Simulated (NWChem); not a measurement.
All runs are NWChem calculations. System: H$_{2}$O$_{4}$S, charge 0, spin multiplicity 3, at the geometry of a parent with another charge or spin, in a state set for the comparison that need not be this species' ground state. Its SCF solution wasn't tested for a lower state.

Input file:

```
start mol
memory heap 200 mb stack 900 mb global 1100 mb
geometry units angstroms nocenter noautoz
  O     -0.301402     1.237376     0.870503
  S      0.000000     0.000000    -0.171580
  O      1.271185     0.252499    -0.841629
  O     -1.271185    -0.252499    -0.841629
  O      0.301402    -1.237376     0.870503
  H      0.572123     1.595329     1.141645
  H     -0.572123    -1.595329     1.141645
  symmetry group C2
end
basis spherical
  * library def2-svp
end
dft
  xc xcamb88 1.00 lyp 0.81 vwn_5 0.19 hfexch 1.00
  cam 0.33 cam_alpha 0.19 cam_beta 0.46
  odft
  mult 3
  direct
  iterations 100
end
task dft energy
```

The output up to the point where the run's verdict is printed (cleaned and shortened):

```
             Northwest Computational Chemistry Package (NWChem) 7.3.0
             --------------------------------------------------------

                                NWChem Input Module
                                -------------------

 Scaling coordinates for geometry "geometry" by  1.889725989
 (inverse scale =  0.529177249)

 Turning off AUTOSYM since
 SYMMETRY directive was detected!

                             Geometry "geometry" -> ""
                             -------------------------

 Output coordinates in angstroms (scale by  1.889725989 to convert to a.u.)

  No.       Tag          Charge          X              Y              Z
 ---- ---------------- ---------- -------------- -------------- --------------
    1 O                    8.0000    -0.30140200     1.23737600     0.87050300
    2 S                   16.0000     0.00000000     0.00000000    -0.17158000
    3 O                    8.0000     1.27118500     0.25249900    -0.84162900
    4 O                    8.0000    -1.27118500    -0.25249900    -0.84162900
    5 O                    8.0000     0.30140200    -1.23737600     0.87050300
    6 H                    1.0000     0.57212300     1.59532900     1.14164500
    7 H                    1.0000    -0.57212300    -1.59532900     1.14164500

 Effective nuclear repulsion energy (a.u.)     281.4230273473

            Nuclear Dipole moment (a.u.)
            ----------------------------
        X                 Y               Z
 ---------------- ---------------- ----------------
     0.0000000000     0.0000000000    -0.0000113384

      Symmetry information
      --------------------

 Group name             C2
 Group number              4
 Group order               2
 No. of unique centers     4

      Symmetry unique atoms

     1    2    3    6


 Summary of "ao basis" -> "" (spherical)
 ------------------------------------------------------------------------------
       Tag                 Description            Shells   Functions and Types
 ---------------- ------------------------------  ------  ---------------------
 *                          def2-svp                  on all atoms
[...]
 d= 0,ls=0.0,diis    75   -699.4786032007  1.48D-05  2.86D-03  1.51D-04   167.7
                                                     1.51D-03  1.56D-04
 d= 0,ls=0.0,diis    76   -699.4783207297  2.82D-04  4.98D-04  3.55D-05   170.2
                                                     2.79D-04  4.48D-05
 d= 0,ls=0.0,diis    77   -699.4783824388 -6.17D-05  5.21D-04  4.17D-05   172.0
                                                     2.83D-04  5.13D-05
 d= 0,ls=0.0,diis    78   -699.4784447602 -6.23D-05  1.10D-03  4.67D-05   173.9
                                                     8.21D-04  5.62D-05
 d= 0,ls=0.0,diis    79   -699.4783235419  1.21D-04  1.18D-03  6.89D-06   176.0
                                                     7.30D-04  4.74D-06
 d= 0,ls=0.0,diis    80   -699.4784788018 -1.55D-04  6.29D-04  6.89D-06   179.1
                                                     3.94D-04  4.64D-06
 d= 0,ls=0.0,diis    81   -699.4783951937  8.36D-05  1.93D-03  5.40D-06   182.0
                                                     1.11D-03  4.00D-06
 d= 0,ls=0.0,diis    82   -699.4786381158 -2.43D-04  8.00D-04  1.58D-06   184.3
                                                     4.39D-04  3.45D-06
 d= 0,ls=0.0,diis    83   -699.4787373964 -9.93D-05  2.41D-03  2.07D-06   186.1
                                                     1.29D-03  5.62D-06
 d= 0,ls=0.0,diis    84   -699.4784380210  2.99D-04  2.23D-04  7.53D-06   188.5
                                                     1.17D-04  1.16D-05
 d= 0,ls=0.0,diis    85   -699.4784567852 -1.88D-05  1.13D-03  1.07D-05   191.3
                                                     6.87D-04  1.62D-05
 d= 0,ls=0.0,diis    86   -699.4783094892  1.47D-04  1.06D-03  1.02D-05   193.4
                                                     6.07D-04  1.15D-05
 d= 0,ls=0.0,diis    87   -699.4781832366  1.26D-04  1.17D-03  1.48D-05   195.4
                                                     6.56D-04  1.00D-05
 d= 0,ls=0.0,diis    88   -699.4783310435 -1.48D-04  2.50D-04  7.33D-06   197.6
                                                     1.20D-04  7.22D-06
 d= 0,ls=0.0,diis    89   -699.4782929255  3.81D-05  9.78D-04  1.49D-05   200.7
                                                     5.81D-04  1.81D-05
 d= 0,ls=0.0,diis    90   -699.4781612276  1.32D-04  6.18D-04  2.34D-05   203.4
                                                     2.95D-04  1.98D-05
 d= 0,ls=0.0,diis    91   -699.4780682852  9.29D-05  5.17D-04  4.04D-05   205.0
                                                     2.67D-04  3.19D-05
 d= 0,ls=0.0,diis    92   -699.4781503415 -8.21D-05  5.31D-04  2.40D-05   206.6
                                                     2.43D-04  2.12D-05
 d= 0,ls=0.0,diis    93   -699.4782282628 -7.79D-05  1.46D-04  7.91D-06   208.5
                                                     3.79D-05  6.46D-06
 d= 0,ls=0.0,diis    94   -699.4782394270 -1.12D-05  8.72D-05  6.64D-06   210.6
                                                     5.71D-05  5.15D-06
 d= 0,ls=0.0,diis    95   -699.4782268006  1.26D-05  1.30D-03  7.28D-06   212.6
                                                     7.64D-04  5.44D-06
 d= 0,ls=0.0,diis    96   -699.4783941344 -1.67D-04  5.02D-03  5.94D-06   214.7
                                                     2.71D-03  4.59D-06
 d= 0,ls=0.0,diis    97   -699.4788661940 -4.72D-04  6.10D-04  2.74D-04   216.7
                                                     2.84D-04  2.64D-04
 d= 0,ls=0.0,diis    98   -699.4788652328  9.61D-07  1.21D-02  1.40D-04   218.1
                                                     6.17D-03  1.43D-04
 d= 0,ls=0.0,diis    99   -699.4761204177  2.74D-03  2.36D-03  2.05D-03   219.9
                                                     9.41D-04  1.31D-03
 d= 0,ls=0.0,diis   100   -699.4774049405 -1.28D-03  6.13D-04  3.66D-04   222.0
                                                     3.07D-04  2.28D-04
```

Convergence was not reached. The next line reads: Calculation failed to converge. NWChem stopped with the message: dft energy failed.
